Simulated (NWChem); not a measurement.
Molecule: MgH$_{2}$S; SMILES [MgH][SH]

Computed with NWChem. Geometry: optimised at PBE0/def2-SVP. Gas phase, vertical.

PBE/def2-SVPD, TDA puts singlet state 1 at 4.42 eV with oscillator strength 0.055.

Give the wavelength, the transition dipole and the radiative lifetime of that state in vacuum.


1. λ = 1239.84/4.42 = 281 nm, or 35650 cm⁻¹.
2. f = (2/3) ΔE μ² in atomic units, so μ = √(1.5 f/ΔE) = 0.71 a.u. = 1.81 D.
3. τ = 1.499 s cm⁻² / (f ν²) = 21 ns, for a non-degenerate state that emits at the vertical energy.
